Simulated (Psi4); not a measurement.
Br3Sb, triplet, at the geometry of the source list (a higher spin typed on purpose: for a closed-shell molecule this is an excited state) (all electrons, no relativity); TPSSH/3-21G (Psi4).

Psi4 was given this input:
```
memory 2 GB

molecule mol {
0 3
  Sb   -0.000800   -0.001000    0.987200
  Br    0.521700   -2.122600   -0.328900
  Br    1.578000    1.513300   -0.329400
  Br   -2.099000    0.610300   -0.328900
}

set basis 3-21g
set reference uks
set scf_type pk

energy('tpssh')
print_variables()
```

What the program printed (banner, timings and long lists left out):

```
   => Loading Basis Set <=

    Name: 3-21G
    Role: ORBITAL
    Keyword: BASIS

         ---------------------------------------------------------
                                   SCF
               by Justin Turney, Rob Parrish, Andy Simmonett
                          and Daniel G. A. Smith
                              UKS Reference
         ---------------------------------------------------------

  ==> Geometry <==

    Molecular point group: c1
    Full point group: C1

    Geometry (in Angstrom), charge = 0, multiplicity = 3:

       Center              X                  Y                   Z               Mass
    ------------   -----------------  -----------------  -----------------  -----------------
         SB          -0.000684022956    -0.000882610266     0.871312854336   120.903812000000
         BR           0.521815977044    -2.122482610266    -0.444787145664    78.918337600000
         BR           1.578115977044     1.513417389734    -0.445287145664    78.918337600000
         BR          -2.098884022956     0.610417389734    -0.444787145664    78.918337600000

  Running in c1 symmetry.

  Rotational constants: A =      0.02393  B =      0.02393  C =      0.01490 [cm^-1]
  Rotational constants: A =    717.54275  B =    717.47962  C =    446.69413 [MHz]
  Nuclear repulsion = 1624.149111047400766

  Charge       = 0
  Multiplicity = 3
  Electrons    = 156
  Nalpha       = 79
  Nbeta        = 77

  ==> Algorithm <==

  SCF Algorithm Type is PK.
  DIIS enabled.
  MOM disabled.
  Fractional occupation disabled.
  Guess Type is SAD.
  Energy threshold   = 1.00e-06
  Density threshold  = 1.00e-06
  Integral threshold = 1.00e-12

  ==> Primary Basis <==

  Basis Set: 3-21G
    Blend: 3-21G
    Number of shells: 43
    Number of basis functions: 102
    Number of Cartesian functions: 102
    Spherical Harmonics?: false
    Max angular momentum: 2

  ==> DFT Potential <==

   => LibXC <=

    Version 7.1.2
    S. Lehtola, C. Steigemann, M. J. T. Oliveira, and M. A. L. Marques,  SoftwareX 7, 1–5 (2018) (10.1016/j.softx.2017.11.002)

   => Composite Functional: TPSSH <=

    TPSSh Hyb-GGA Exchange-Correlation Functional

    V. N. Staroverov, G. E. Scuseria, J. Tao, and J. P. Perdew,  J. Chem. Phys. 119, 12129 (2003) (10.1063/1.1626543)

    Deriv               =              1
    GGA                 =           TRUE
    Meta                =           TRUE

    Exchange Hybrid     =           TRUE
    MP2 Hybrid          =          FALSE

   => Exchange Functionals <=

    0.9000   Tao, Perdew, Staroverov & Scuseria

   => Exact (HF) Exchange <=

    0.1000               HF

   => Correlation Functionals <=

    1.0000   Tao, Perdew, Staroverov & Scuseria

   => LibXC Density Thresholds  <==

    XC_HYB_MGGA_XC_TPSSH:  1.00E-15

   => Molecular Quadrature <=

    Radial Scheme          =       TREUTLER
    Pruning Scheme         =           NONE
    Nuclear Scheme         =       TREUTLER

    Blocking Scheme        =         OCTREE
    BS radius alpha        =              1
    Pruning alpha          =              1
    Radial Points          =             75
    Spherical Points       =            302
    Total Points           =          82232
    Total Blocks           =            719
    Max Points             =            255
    Max Functions          =             75
    Weights Tolerance      =       1.00E-15

  ==> Integral Setup <==

  Using in-core PK algorithm.
   Calculation information:
      Number of atoms:                   4
      Number of AO shells:              43
      Number of primitives:            105
      Number of atomic orbitals:       102
      Number of basis functions:       102

      Integral cutoff                 1.00e-12
      Number of threads:                 1

  Performing in-core PK
  Using 27599262 doubles for integral storage.
  We computed 224726 shell quartets total.
  Whereas there are 447931 unique shell quartets.

  ==> DiskJK: Disk-Based J/K Matrices <==

[...]
    Using symmetric orthogonalization.

  ==> Pre-Iterations <==

  SCF Guess: Superposition of Atomic Densities via on-the-fly atomic UHF (no occupation information).

   -------------------------
    Irrep   Nso     Nmo
   -------------------------
     A        102     102
   -------------------------
    Total     102     102
   -------------------------

  ==> Iterations <==

                        Total Energy        Delta E     RMS |[F,P]|

   @UKS iter SAD: -13966.24910015805835   -1.39662e+04   0.00000e+00
   @UKS iter   1: -13973.06339705657956   -6.81430e+00   8.74605e-03 DIIS/ADIIS
   @UKS iter   2: -13973.27711242040823   -2.13715e-01   3.60965e-03 DIIS/ADIIS
   @UKS iter   3: -13973.29575466943061   -1.86422e-02   2.50624e-03 DIIS/ADIIS
   @UKS iter   4: -13973.36107491607800   -6.53202e-02   6.37706e-04 DIIS/ADIIS
   @UKS iter   5: -13973.36431117560278   -3.23626e-03   2.79713e-04 DIIS/ADIIS
   @UKS iter   6: -13973.36509777481479   -7.86599e-04   8.80153e-05 DIIS
   @UKS iter   7: -13973.36518835217248   -9.05774e-05   2.30660e-05 DIIS
   @UKS iter   8: -13973.36519468996084   -6.33779e-06   1.35108e-05 DIIS
   @UKS iter   9: -13973.36519913558186   -4.44562e-06   5.35703e-06 DIIS
   @UKS iter  10: -13973.36519973329268   -5.97711e-07   7.22732e-07 DIIS
  Energy and wave function converged.

  ==> Post-Iterations <==

   Electrons on quadrature grid:
      Nalpha   =   79.0000076238 ; deviation = 7.624e-06
      Nbeta    =   77.0000075763 ; deviation = 7.576e-06
      Ntotal   =  156.0000152001 ; deviation = 1.520e-05

   @Spin Contamination Metric:   4.045971218E-03
   @S^2 Expected:                2.000000000E+00
   @S^2 Observed:                2.004045971E+00
   @S   Expected:                1.000000000E+00
   @S   Observed:                1.000000000E+00

    Orbital Energies [Eh]
    ---------------------

    Alpha Occupied:

[...]
      79A     -0.140795

    Alpha Virtual:

[...]
    Beta Occupied:

[...]
    Beta Virtual:

[...]
     102A    215.073898

    Final Occupation by Irrep:
              A
    DOCC [    77 ]
    SOCC [     2 ]
    NA   [    79 ]
    NB   [    77 ]

  @UKS Final Energy: -13973.36519973329268

   => Energetics <=

    Nuclear Repulsion Energy =           1624.1491110474007655
    One-Electron Energy =              -22620.0821306384605123
    Two-Electron Energy =                7419.0375251926352576
    DFT Exchange-Correlation Energy =    -396.4697053348677400
    Empirical Dispersion Energy =           0.0000000000000000
    VV10 Nonlocal Energy =                  0.0000000000000000
    Total Energy =                     -13973.3651997332926840

  UHF NO Occupations:
  HONO-2 :   77  A 1.9986537
  HONO-1 :   78  A 1.0000000
  HONO-0 :   79  A 1.0000000
  LUNO+0 :   80  A 0.0013463
  LUNO+1 :   81  A 0.0004873
  LUNO+2 :   82  A 0.0001077
  LUNO+3 :   83  A 0.0000253

Computation Completed

Properties will be evaluated at   0.000000,   0.000000,   0.000000 [a0]

Properties computed using the SCF density matrix

 Multipole Moments:

 ------------------------------------------------------------------------------------
     Multipole            Electronic (a.u.)      Nuclear  (a.u.)        Total (a.u.)
 ------------------------------------------------------------------------------------

 L = 1.  Multiply by 2.5417464519 to convert [e a0] to [Debye]
 Dipole X            :          0.0487841            0.0033872            0.0521713
 Dipole Y            :          0.0539433            0.0043706            0.0583139
 Dipole Z            :          5.0156041           -4.3146127            0.7009914
 Magnitude           :                                                    0.7053448

 ------------------------------------------------------------------------------------

  Variable Map:
  ----------------------------------------------------------------------------
[...]
  Array Variable Map:
  ----------------------------------------------------------------------------
[...]
[...]
```
